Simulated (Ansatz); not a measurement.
Born–Oppenheimer molecular dynamics of ClH5OSn (8 atoms, charge 0, multiplicity 1). It starts at the highest image of a converged band. Of that band: Neighbouring images differ by up to 1.5 eV, so the band resolves the path poorly. A vibrational analysis at the climbing image gives one clearly imaginary mode, 1454i cm⁻¹: a first-order saddle point.

Theory: RKS PBE0/def2-mTZVP (Ansatz 0.2.0).

| Quantity | Value |
| --- | --- |
| ensemble | NVE (velocity Verlet) |
| time step | 0.5 fs |
| steps asked | 200 |
| starting velocities drawn for | 100 K |
| seed | 8491 |

First frame:

```xyz
8
Properties=species:S:1:pos:R:3
Sn 0.112 0.187 -0.073
H 0.896 -0.384 1.804
H 1.544 -0.374 -0.794
Cl -0.513 1.866 -1.647
H -1.303 -0.726 0.116
O 0.257 1.653 1.466
H 0.837 2.409 1.289
H 0.762 0.660 1.936
```

(1) What does the run give?

(2) What happens to the structure?

(3) How do temperature and energy run in time?

Answers

(1) All steps were run.

- steps done: 200
- time covered: 100 fs
- mean temperature over the second half: 1571 K
- spread of the potential energy over the second half: 22.0 meV per atom
- mean potential energy of the second half above the start: -142.6 meV per atom

The conserved energy stayed within 0.074 meV per atom of its start (net change -0.036 meV per atom), so the integration is sound. The kinetic energy rose, since the run started high on the potential surface and went downhill. It ends in pieces (ClH3Sn + H2O), so much of that is their flight and rotation, not heat. A run of 0.1 ps of so small a system gives no equilibrium averages. The orbitals stay closed-shell, which can raise the energy where a bond breaks towards radicals; this wasn't checked here.

(2) Between its relaxed ends the band would form Sn1–O6, H2–H8 and break Sn1–H2, O6–H8. These pairs go: Sn1–O6 2.13 → 4.16 Å, H2–H8 1.06 → 4.23 Å, Sn1–H2 2.11 → 1.75 Å, O6–H8 1.21 → 0.97 Å. In the last frame they stand as before the step (other bonds may differ from the relaxed reactants and products). It ends as ClH3Sn + H2O. Pairs count as bonded within 1.25 times the sum of covalent radii (0.12 Å more for H–H). Another seed would give other details.

(3) 
| time (fs) | T (K) | potential energy less start (eV) | conserved less start (meV/atom) |
| --- | --- | --- | --- |
| 0 | 100 | 0.000 | 0.00 |
| 8 | 81 | 0.015 | 0.02 |
| 16 | 331 | -0.179 | 0.04 |
| 24 | 714 | -0.476 | 0.03 |
| 32 | 805 | -0.547 | -0.02 |
| 40 | 1000 | -0.699 | -0.06 |
| 48 | 1271 | -0.909 | -0.05 |
| 56 | 1250 | -0.892 | 0.01 |
| 64 | 1340 | -0.961 | 0.04 |
| 72 | 1575 | -1.144 | 0.03 |
| 80 | 1702 | -1.243 | 0.00 |
| 88 | 1760 | -1.288 | -0.02 |
| 96 | 1885 | -1.385 | -0.05 |

Run time: 7.5 min on 2 threads of Arm Neoverse V2, with other jobs on the host, peak memory 0.21 GiB.
